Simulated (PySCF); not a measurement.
## Simulated absorption spectrum

C4H8O3.
Cartesian coordinates in Å at the GFN2-xTB level; atoms count from 1:
```xyz
15
C4H8O3 angstrom
C      1.317   -1.631   -0.498
O      0.005   -1.134   -0.624
C     -0.317   -0.087    0.254
C     -1.820    0.172    0.146
C      0.434    1.204   -0.059
O      1.145    1.407   -1.003
O      0.202    2.131    0.882
H      1.524   -1.933    0.537
H      2.062   -0.895   -0.813
H      1.372   -2.501   -1.148
H     -0.062   -0.363    1.293
H     -2.065    0.459   -0.873
H     -2.357   -0.740    0.389
H     -2.112    0.963    0.831
H      0.667    2.955    0.665
```

Theory: TDDFT wB97X-D/def2-SVPD, vertical, gas phase, core orbitals frozen in the response in PySCF.

Each state is given a Gaussian of 0.4 eV full width at half maximum, with ε(max) = 2.175×10⁸ f / Δν̃ (Δν̃ the width in cm⁻¹). The width is an assumption, not a result. The curve ends short of the highest state used, and states not computed would add to its high-energy end.

```tsv
E (eV)	ε (L mol⁻¹ cm⁻¹)
5.18	0
5.25	1
5.32	2
5.38	6
5.45	14
5.52	28
5.59	48
5.66	69
5.73	85
5.80	88
5.87	76
5.93	59
6.00	38
6.07	20
6.14	9
6.21	3
6.28	1
6.35	0
6.42	0
6.48	1
6.55	5
6.62	16
6.69	41
6.76	91
6.83	169
6.90	267
6.97	358
7.03	409
7.10	436
7.17	473
7.24	616
7.31	971
7.38	1571
7.45	2307
7.52	2948
7.58	3249
7.65	3249
7.72	2993
7.79	2687
7.86	2438
7.93	2207
8.00	1921
8.07	1615
8.14	1459
```

(1) Where are the band maxima, and which computed states make them?

(2) On this curve, what absorbance would a 10⁻³ mol/L sample give at 222 nm over a 1 cm path?

(3) Coming from long wavelengths, where does ε first pass 100 L mol⁻¹ cm⁻¹?

Answers

(1) 215 nm (5.78 eV), ε about 88, made up of S1 (100%); 163 nm (7.61 eV), ε about 3300, made up of S3 (91%) (ε in L mol⁻¹ cm⁻¹; maxima over ε = 5, shares over 10%). The states used: S1 5.78 eV (f 0.0013); S2 7.05 eV (f 0.0059); S3 7.58 eV (f 0.045); S4 7.94 eV (f 0.027); S5 8.44 eV (f 0.037); S6 8.63 eV (f 0.029); S7 8.67 eV (f 0.036); S8 8.74 eV (f 0.070).

(2) 222 nm is 5.585 eV, where ε is about 46 L mol⁻¹ cm⁻¹, so A = ε c l ≈ 0.046 (Beer–Lambert, with the gas-phase spectrum and the assumed width).

(3) At about 183 nm (6.77 eV), 0.99 eV above S1.

One conformer stands for the species.
